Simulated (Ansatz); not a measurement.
Reaction (isomerisation): `O[BH][SnH2][F]` → `[BH2][SnH]([OH])[F]`

Isolated molecules relaxed with PBE0-D4/def2-TZVP in Ansatz; ΔE leaves out vibrations. CBS: MP2 limit from def2 TZ/QZ plus the TZ coupled-cluster correction, frozen cores. Functionals use def2-TZVPP. Elements past krypton have def2 core potentials. For Sn outer-core shells are correlated without core-valence functions, which leaves a few kJ/mol of doubt a bond. One conformer a species, not always the lowest.

`O[BH][SnH2][F]`:

```xyz
8

O    -0.660    0.384    1.718
B    -1.154   -0.157    0.603
Sn    0.443   -0.208   -1.007
F     1.678    0.630    0.288
H     0.274    0.647    1.621
H    -2.288   -0.529    0.567
H     1.251   -1.641   -1.461
H     0.455    0.873   -2.329
```

`[BH2][SnH]([OH])[F]`:

Cartesian coordinates in Å:
```
B 1.385 0.404 -0.969
Sn -0.143 -0.307 0.514
O -1.733 0.809 0.260
F -0.751 -2.072 0.016
H 1.926 -0.380 -1.683
H 1.653 1.563 -1.028
H 0.175 -0.487 2.184
H -2.512 0.470 0.707
```

| species | CAM-B3LYP energy (Eh) |
| --- | --- |
| `O[BH][SnH2][F]` | -416.68869 |
| `[BH2][SnH]([OH])[F]` | -416.63666 |

Work out ΔE.

ΔE = (-416.63666) − (-416.68869) = 0.05203 Eh = +136.6 kJ/mol. CCSD(T)/CBS gives +124.8 kJ/mol.

Largest T1 diagnostic among the species: 0.015.

At CCSD(T), def2-SVP lies +37.2 kJ/mol from the extrapolated value and def2-TZVPP +5.8 kJ/mol. In def2-TZVPP, CCSD(T) changes the Hartree–Fock value by +20.8 kJ/mol (the triples alone add +3.4 kJ/mol) and MP2 by +18.8 kJ/mol. From PBE to PBE0 (25 % exact exchange), in def2-TZVPP and without D4, ΔE moves by −3.8 kJ/mol.
